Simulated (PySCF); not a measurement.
A mixed set of molecules. Computed, not measured: TDDFT CAM-B3LYP/def2-SVPD, vertical, gas phase, core orbitals frozen in the response in PySCF. Geometries: GFN2-xTB; one conformer of each isolated species. Triplets are in the Tamm–Dancoff approximation. 'Strongest' means the level of largest summed f among the lowest 8 singlets; it needn't be the same kind of state in each.

Question: Rank by computed HOMO energy, highest first.
A. `C#CC(=O)O`
B. `N#C/C=C/[SiH2]O`
C. `ClC=C(Cl)Cl`
D. `C=CCF`
E. `Clc1pcpcp1`

Answer: E (-8.45 eV), C (-8.78 eV), D (-9.14 eV), B (-9.69 eV), A (-9.99 eV).

```tsv
SMILES	HOMO (eV)	first f ≥ 0.01 (nm)	LUMO (eV)	gap (eV)	f (strongest)	S1 mainly
Clc1pcpcp1	-8.45	311	-1.76	6.70	0.28	H→L (73%)
ClC=C(Cl)Cl	-8.78	201	0.14	8.92	0.35	H→L+1 (87%)
C=CCF	-9.14	168	1.29	10.42	0.43	H→L+1 (92%)
N#C/C=C/[SiH2]O	-9.69	205	-0.89	8.79	0.34	H-1→L (56%)
C#CC(=O)O	-9.99	201	-0.50	9.48	0.13	H→L (96%)
```

H and L stand for HOMO and LUMO.

- `Clc1pcpcp1`: Löwdin shares by element: HOMO carbon 32% or more, chlorine 24%, phosphorus 16% or more (atoms not listed hold the other 27%); LUMO (one of a set within 0.03 eV) phosphorus 43% or more, carbon 35% or more (atoms not listed hold the other 22%).
- `ClC=C(Cl)Cl`: Löwdin shares by element: HOMO carbon 46%, chlorine 40% or more; LUMO carbon 63%, chlorine 21% or more (atoms not listed hold the other 16%).
- `C=CCF`: Löwdin shares by element: HOMO carbon 82% (atoms not listed hold the other 18%); LUMO carbon 69% or more, hydrogen 14% or more (atoms not listed hold the other 17%).
- `N#C/C=C/[SiH2]O`: Löwdin shares by element: HOMO carbon 64%, nitrogen 21%; LUMO carbon 67%, nitrogen 13% (atoms not listed hold the other 20%).
- `C#CC(=O)O`: Löwdin shares by element: HOMO oxygen 48%, carbon 46% or more; LUMO carbon 64%, oxygen 21% or more (atoms not listed hold the other 15%).
